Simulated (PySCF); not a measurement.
# How methods differ on the ionisation energy of Ho³⁵⁺

Ho³⁵⁺ [Ar] 3d10 4s2 4p2 [4p1/2^2, M_J = 0] → Ho³⁶⁺ [Ar] 3d10 4s2 4p1 [4p1/2^1, M_J = 1/2], as a difference of total energies. All numbers are calculated (PySCF 2.14, the two-component X2C-1e Hamiltonian, in an uncontracted even-tempered set (17 s from 3.7 bohr⁻², ratio 2.8; 13 p from 4.8 bohr⁻², ratio 2.8; 8 d from 8.6 bohr⁻², ratio 2.8; 4 f from 22 bohr⁻², ratio 3)). Correlated levels: [Ne] frozen; the 74 highest virtual spinors dropped. "Screened" scales the spin-orbit matrix elements by Boettger's factors to mimic the two-electron term; Breit and QED terms are absent.

```tsv
method	ionisation energy (eV)
GHF (spin-free)	1505.9
GMP2 (spin-free)	1507.0
GHF (screened spin-orbit)	1540.3
GMP2 (screened spin-orbit)	1541.9
```

Breit and QED terms and the two-electron picture change are absent.

The spin-free rows relax to the high-spin LS determinant and lack the spin-orbit shift.

The labels give the starting determinants; with spin-orbit coupling the two ends relaxed to ⟨J²⟩ = 0.00, ⟨L²⟩ = 1.36, ⟨S²⟩ = 1.36 and ⟨J²⟩ = 0.75, ⟨L²⟩ = 2.04, ⟨S²⟩ = 0.79.

For comparison: 1545 ± 5 eV (theoretical estimate listed by NIST; NIST Atomic Spectra Database, ionization energies).
